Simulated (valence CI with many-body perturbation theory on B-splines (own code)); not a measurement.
## Forbidden lines of Te⁴⁷⁺

Method: relativistic CI+MBPT: three valence electrons over a frozen Dirac-Fock core [He], radial functions for each j: 11 s, 11 p, 10 d, 8 f, 5 g, 2 h, with the one-electron correlation potential Σ1, the two-electron term Σ2, the three-electron term Σ3, Breit, model QED; selected CI, second order for the rest, scaled by the run's own slope (own B-spline code, finite nucleus).

The last digits are not significant, and no measured levels were compared; by estimate large intervals hold to a few tenths of a per cent, small ones and those within an open d or f shell to about a per cent.

Lines 1 to 32 of 32 in falling wavelength, among levels below 6905.5 eV, chosen from the decays that carry over 1 % of a level's rate. Wavelengths and rates use the calculated energies. Electric multipoles are in the length gauge, E1 and E2 with the static RPA response of the core. S is in atomic units (e²a₀⁴ for E2 and M2, e²a₀⁶ for E3), for M1 in squared Bohr magnetons. Weak lines are less certain than strong ones. Lines between different terms over intervals too small for the method are left out, as are lines whose strength nearly cancels.

Levels are named by their leading jj configuration (3d3/2^4 stands for four electrons in 3d with j = 3/2), which in mixed levels can hold well under half, so a name can repeat and another be missing. Letters in brackets count levels of one name in rising energy.

| λ vac (Å) | Upper | Lower | Type | A (s⁻¹) | S (a.u.) |
| --- | --- | --- | --- | --- | --- |
| 48.21 | (2s 2p1/2 2p3/2) J=3/2 [a] | (2s 2p1/2^2) J=1/2 | M1 | 1.20e+08 | 1.99e+00 |
| 45.33 | (2s 2p3/2 3d5/2) J=9/2 | (2s 2p1/2 3d5/2) J=7/2 | M1 | 1.21e+08 | 4.17e+00 |
| 40.83 | (2s^2 2p3/2) J=3/2 | (2s^2 2p1/2) J=1/2 | M1 | 1.29e+08 | 1.31e+00 |
| 2.783 | (2p1/2^2 3p1/2) J=1/2 | (2p1/2^2 2p3/2) J=3/2 | E2 | 2.82e+11 | 8.40e-05 |
| 2.754 | (2s 2p3/2 3p3/2) J=7/2 | (2s 2p3/2^2) J=3/2 | E2 | 7.60e+09 | 8.59e-06 |
| 2.747 | (2s^2 3p1/2) J=1/2 | (2s^2 2p3/2) J=3/2 | E2 | 3.47e+11 | 9.71e-05 |
| 2.711 | (2s 2p3/2 3p3/2) J=7/2 | (2s 2p3/2^2) J=5/2 | E2 | 1.06e+11 | 1.11e-04 |
| 2.704 | (2s 2p3/2 3p3/2) J=1/2 [b] | (2s 2p3/2^2) J=3/2 | E2 | 1.85e+11 | 4.79e-05 |
| 2.701 | (2s 2p1/2 3p3/2) J=5/2 | (2s 2p1/2 2p3/2) J=5/2 | E2 | 9.62e+10 | 7.41e-05 |
| 2.691 | (2s^2 3p3/2) J=3/2 | (2s^2 2p3/2) J=3/2 | E2 | 1.48e+11 | 7.47e-05 |
| 2.675 | (2s 2p3/2 3d5/2) J=9/2 | (2s 2p3/2^2) J=5/2 | M2 | 4.71e+09 | 5.76e-06 |
| 2.675 | (2s 2p3/2 3d5/2) J=9/2 | (2s 2p3/2^2) J=5/2 | E3 | 2.37e+08 | 7.38e-06 |
| 2.663 | (2s 2p3/2 3p3/2) J=1/2 [b] | (2s 2p3/2^2) J=5/2 | E2 | 7.51e+10 | 1.79e-05 |
| 2.548 | (2s 2p3/2 3p3/2) J=7/2 | (2s 2p1/2 2p3/2) J=5/2 | E2 | 9.95e+10 | 7.64e-05 |
| 2.542 | (2s 2p1/2 3p3/2) J=5/2 | (2s 2p1/2^2) J=1/2 | E2 | 1.89e+11 | 1.07e-04 |
| 2.533 | (2s 2p3/2 3p3/2) J=7/2 | (2s 2p1/2 2p3/2) J=3/2 [a] | E2 | 1.40e+11 | 1.05e-04 |
| 2.531 | (2s 2p3/2 3p3/2) J=1/2 [b] | (2s 2p1/2 2p3/2) J=3/2 [b] | E2 | 1.99e+11 | 3.68e-05 |
| 2.525 | (2s^2 3p3/2) J=3/2 | (2s^2 2p1/2) J=1/2 | E2 | 1.73e+11 | 6.35e-05 |
| 2.517 | (2s 2p3/2 3d5/2) J=9/2 | (2s 2p1/2 2p3/2) J=5/2 | M2 | 9.99e+08 | 9.01e-07 |
| 2.517 | (2s 2p3/2 3d5/2) J=9/2 | (2s 2p1/2 2p3/2) J=5/2 | E3 | 2.38e+08 | 4.83e-06 |
| 2.501 | (2s 2p3/2 3d5/2) J=9/2 | (2s 2p1/2 2p3/2) J=3/2 [a] | E3 | 4.15e+08 | 8.07e-06 |
| 2.460 | (2p1/2 2p3/2 3d3/2) J=7/2 | (2s 2p1/2 2p3/2) J=3/2 [b] | E2 | 2.81e+11 | 1.81e-04 |
| 2.456 | (2p3/2^2 3d5/2) J=7/2 | (2s 2p3/2^2) J=3/2 | E2 | 4.61e+11 | 2.94e-04 |
| 2.440 | (2p1/2^2 3d3/2) J=3/2 | (2s 2p1/2^2) J=1/2 | E2 | 9.15e+11 | 2.82e-04 |
| 2.437 | (2p1/2 2p3/2 3d3/2) J=7/2 | (2s 2p1/2 2p3/2) J=5/2 | E2 | 4.72e+11 | 2.90e-04 |
| 2.428 | (2p1/2 2p3/2 3d3/2) J=5/2 [a] | (2s 2p1/2 2p3/2) J=3/2 [a] | E2 | 4.57e+11 | 2.07e-04 |
| 2.427 | (2p1/2 2p3/2 3d3/2) J=1/2 [a] | (2s 2p1/2 2p3/2) J=3/2 [a] | E2 | 8.45e+11 | 1.27e-04 |
| 2.425 | (2p1/2 2p3/2 3d5/2) J=9/2 | (2s 2p1/2 2p3/2) J=5/2 | E2 | 9.61e+11 | 7.20e-04 |
| 2.423 | (2p1/2 2p3/2 3d3/2) J=7/2 | (2s 2p1/2 2p3/2) J=3/2 [a] | E2 | 1.81e+11 | 1.08e-04 |
| 2.421 | (2p3/2^2 3d5/2) J=7/2 | (2s 2p3/2^2) J=5/2 | E2 | 4.65e+11 | 2.77e-04 |
| 2.421 | (2p3/2^2 3d5/2) J=9/2 | (2s 2p3/2^2) J=5/2 | E2 | 9.69e+11 | 7.19e-04 |
| 2.418 | (2p1/2 2p3/2 3d5/2) J=7/2 [a] | (2s 2p1/2 2p3/2) J=3/2 [a] | E2 | 7.68e+11 | 4.53e-04 |
